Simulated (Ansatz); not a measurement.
Cost and result for the atomization energy of C₂H₅BOS (`BCC(O)=S`) (10 atoms, 9 bonds).

Cartesian coordinates in Å:
```
B -0.2434 0.0831 -1.3775
C -0.4301 -0.5190 0.0392
C 0.5358 -0.1418 1.1255
O 0.9021 1.1391 1.1442
S 1.1033 -1.1898 2.2230
H 0.3192 1.1331 -1.5397
H -0.7325 -0.4461 -2.3278
H -0.6167 -1.5914 0.0583
H -1.4051 -0.0521 0.3018
H 0.5672 1.5851 0.3530
```

The species carries charge 0 and has multiplicity 1. All single points use the PBE0-D4/def2-TZVP geometry. It is one conformer, not always the lowest. Program: Ansatz. All runs use 4 threads of an Arm Neoverse V1 on a shared host. Times are those of one run each, without the atoms' runs, and a repeat can differ threefold. Electronic energies, without spin–orbit coupling; frozen cores. CCSD(T)/CBS adds CCSD(T) − MP2 in def2-TZVPP to the MP2 limit, and its time is that of the two runs behind it. T1 = 0.016. B3LYP takes the VWN-RPA correlation (the form of Gaussian; ORCA's B3LYP/G).

CCSD(T)/CBS is a level of theory with its own doubt, some kJ/mol a heavy atom from the limit and from the frozen cores, so smaller differences don't rank the functionals.

```json
{"level": "PBE-D4/def2-TZVPP (with forces)", "functions": "236", "wall time": "2.4 s"}
{"level": "PBE0-D4/def2-TZVPP", "functions": "236", "wall time": "2.6 s"}
{"level": "B3LYP-D4/def2-TZVPP (with forces)", "functions": "236", "wall time": "3.9 s"}
{"level": "r2SCAN-D4/def2-TZVPP (with forces)", "functions": "236", "wall time": "4.5 s"}
{"level": "B2PLYP/def2-TZVPP", "functions": "236", "wall time": "6 s"}
{"level": "ωB97X-V/def2-TZVPP", "functions": "236", "wall time": "7 s"}
{"level": "ωB97M-V/def2-TZVPP (with forces)", "functions": "236", "wall time": "10 s"}
{"level": "MP2/def2-QZVPP", "functions": "448", "wall time": "21 s"}
{"level": "CCSD(T)/def2-TZVPP", "functions": "236", "wall time": "110 s"}
{"level": "CCSD(T)/CBS(def2)", "functions": "–", "wall time": "2.2 min"}
```

Q: What atomization energy does each give, and how far from CCSD(T)/CBS? (An estimate is asked.)

A: Computed: 
| level | atomization (kJ/mol) | difference from CCSD(T)/CBS | per bond |
| --- | --- | --- | --- |
| PBE-D4/def2-TZVPP (with forces) | 3931.3 | 137.1 | 15.2 |
| PBE0-D4/def2-TZVPP | 3840.5 | 46.3 | 5.2 |
| B3LYP-D4/def2-TZVPP (with forces) | 3810.9 | 16.7 | 1.9 |
| r2SCAN-D4/def2-TZVPP (with forces) | 3843.3 | 49.1 | 5.5 |
| B2PLYP/def2-TZVPP | 3770.4 | -23.8 | -2.6 |
| ωB97X-V/def2-TZVPP | 3815.4 | 21.2 | 2.4 |
| ωB97M-V/def2-TZVPP (with forces) | 3829.8 | 35.6 | 4.0 |
| MP2/def2-QZVPP | 3844.6 | 50.4 | 5.6 |
| CCSD(T)/def2-TZVPP | 3693.5 | -100.7 | -11.2 |
| CCSD(T)/CBS(def2) | 3794.2 | 0.0 | 0.0 |

In def2-TZVPP, CCSD(T) changes the Hartree–Fock value by +966.1 kJ/mol (the triples alone add +71.8 kJ/mol) and MP2 by +1057.9 kJ/mol; breaking electron pairs costs correlation energy, which Hartree–Fock lacks. From PBE to PBE0 (25 % exact exchange), in def2-TZVPP and without D4, the atomization energy moves by −87.5 kJ/mol: exact exchange takes away binding that semilocal exchange gives to molecules. The D4 term adds +32.8 kJ/mol with B3LYP and +17.1 kJ/mol with PBE0; it sums over pairs of atoms, weighted by their polarisabilities, and B3LYP, whose exchange is more repulsive, gets the larger term.
